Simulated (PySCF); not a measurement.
**Continuum solvent and chemical shifts**

Cartesian coordinates in Å; atom numbers follow the order of the lines, from 1:
```xyz
26

C     3.751   -0.445   -0.327
C     2.321   -0.431    0.191
C     1.445    0.634   -0.470
Si   -0.322    0.683    0.167
N    -1.189    1.883   -0.733
C    -2.620    2.072   -0.692
C    -1.207   -0.950   -0.027
C    -1.025   -2.087    0.971
C    -2.306   -1.351    0.906
F    -3.382   -1.984    0.373
H     3.779   -0.640   -1.411
H     4.247    0.524   -0.155
H     4.356   -1.221    0.167
H     2.328   -0.277    1.284
H     1.867   -1.425    0.036
H     1.898    1.633   -0.327
H     1.407    0.475   -1.562
H    -0.282    0.918    1.660
H    -0.677    2.714   -1.008
H    -2.992    2.510   -1.633
H    -3.123    1.099   -0.578
H    -2.970    2.719    0.137
H    -1.384   -1.285   -1.056
H    -1.029   -3.103    0.567
H    -0.374   -1.939    1.839
H    -2.598   -0.687    1.728
```

GIAO PBE0/pcSseg-1 in PySCF 2.14.0 with density-fitted response routines on one PBE0-D3(BJ)/def2-SVP conformer, non-relativistic, equivalent nuclei averaged. Solvents enter as an IEF-PCM continuum (tetrahydrofuran with ε = 7.4, water with ε = 78.4) around the gas-phase geometry. Shifts are referred to TMS, CFCl3 computed in the same medium.

Gas phase, δ in ppm: C9 72.1, C6 30.5, C1 20.5, C2 19.2, C3 18.6, C8 7.6, C7 2.4, Si4 -4.5, F10 -226.0, H26 4.19, H18 4.05, H20/H21/H22 2.79, H15 1.40, H14 1.13. Dipole moment 1.76 D.

**Question.** How does each δ change in the continuum?

**Answer.** 
```tsv
atoms	environment	Δδ, tetrahydrofuran	Δδ, water
C9	three-membered-ring carbon	+1.4	+1.7
C6	methyl carbon bonded to N	+0.5	+0.7
C1	methyl carbon	+0.2	+0.2
C2	sp3 CH2	+0.6	+0.8
C3	sp3 CH2 bonded to Si	+0.5	+0.6
C8	three-membered-ring carbon	+0.5	+0.7
C7	three-membered-ring carbon	+0.7	+0.9
Si4	silicon bonded to 2 C, N, H	-0.1	-0.1
F10	fluorine on an sp3 carbon	-3.0	-3.5
H26	hydrogen on a three-membered-ring carbon	+0.20	+0.26
H18	hydrogen on a silicon bonded to 2 C, N	-0.13	-0.16
H20/H21/H22	hydrogen on a methyl carbon bonded to N	-0.01	-0.01
H15	hydrogen on an sp3 CH2	-0.02	-0.03
H14	hydrogen on an sp3 CH2	0.00	+0.01
```

Changes are relative to the gas phase. The dipole moment becomes 2.08 D in tetrahydrofuran, 2.16 D in water.

**Question.** Which of the listed nuclei move most (in ppm), and what does the model miss? (N and O are left out, as their reference compounds move with the solvent too.)

**Answer.** F10 (fluorine on an sp3 carbon, -3.5 ppm) in water. A continuum only polarises the solute; specific hydrogen bonds, the anisotropy of aromatic solvents and changes of geometry or conformer are outside it.
